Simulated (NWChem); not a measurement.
**H₂ClGa in NWChem**

```xyz
4

Ga     0.0000     0.0000     0.7120
H     -1.4237     0.0000     1.3741
H      1.4237     0.0000     1.3741
Cl     0.0000     0.0000    -1.4601
```
Charge 0, spin multiplicity 1.

All runs are NWChem calculations. Structure: optimised with PBE/def2-SVP, a minimum by its harmonic frequencies.

Symmetry labels belong to the abelian group C2v used in the runs, with the axes of the coordinates shown.

The Hamiltonian is non-relativistic. B3LYP has NWChem's definition, with VWN1-RPA local correlation. The structure started from a generated list of species.

Q: List the lowest 6 singlet excitations that TD-B3LYP/def2-SVPD, VWN1-RPA local correlation gives, with oscillator strengths.

A: 
```json
[
 {"state": "1", "symmetry": "a2", "energy (eV)": "4.93", "wavelength (nm)": "252", "f": "0.000"},
 {"state": "2", "symmetry": "a1", "energy (eV)": "6.00", "wavelength (nm)": "207", "f": "0.038"},
 {"state": "3", "symmetry": "a2", "energy (eV)": "6.28", "wavelength (nm)": "197", "f": "0.000"},
 {"state": "4", "symmetry": "b2", "energy (eV)": "6.36", "wavelength (nm)": "195", "f": "0.011"},
 {"state": "5", "symmetry": "b1", "energy (eV)": "6.72", "wavelength (nm)": "184", "f": "0.061"},
 {"state": "6", "symmetry": "b2", "energy (eV)": "7.21", "wavelength (nm)": "172", "f": "0.027"}
]
```
